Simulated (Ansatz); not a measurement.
A thermochemical cycle in electronic energies (no zero-point or thermal terms), species as SMILES, kcal/mol. Structures are relaxed separately at B3LYP-D3(BJ)/def2-TZVP in Ansatz (a quantum-chemistry and plane-wave program), one conformer each, not searched for the lowest. Cores are frozen in the correlated levels unless marked. Open shells are spin-unrestricted. No spin-orbit coupling. Non-relativistic. CBS(X,Y): correlation extrapolated as X^-3; Hartree-Fock from the larger set. Anions need diffuse functions, of which def2-TZVPD holds fewer than the aug- sets.

```csv
step,"CCSD(T)/CBS(aug-cc-pV(T+d)Z,aug-cc-pV(Q+d)Z) (Ansatz)",PBE-D3(BJ)/def2-TZVPD (Ansatz + dftd3)
bond energy D: O[SiH3] [hydroxysilane] -> O[SiH2] + H atom,97.9,90.6
"electron affinity EA, positive where the anion is bound: O[SiH2] + e- → O[SiH2-]",26.1,24.7
"ionisation of the H atom at the same level, IE",313.7,313.5
```

**Question.** Find the deprotonation energy A: O[SiH3] → O[SiH2-] + H+.

**Answer.** Breaking the bond, ionising the H atom and attaching the electron to the radical add up to the deprotonation, A = D + IE - EA. At CCSD(T)/CBS(aug-cc-pV(T+d)Z,aug-cc-pV(Q+d)Z): A = D + IE - EA = 97.9 + 313.7 - 26.1 = 385.5. At PBE-D3(BJ)/def2-TZVPD: A = D + IE - EA = 90.6 + 313.5 - 24.7 = 379.4. The functional differs from the first level by -7.3 in D, -1.4 in EA and -6.1 in A; for EA and A the gap mixes functional and basis. The site is the one shown; other sites or isomers of the anion may lie lower.
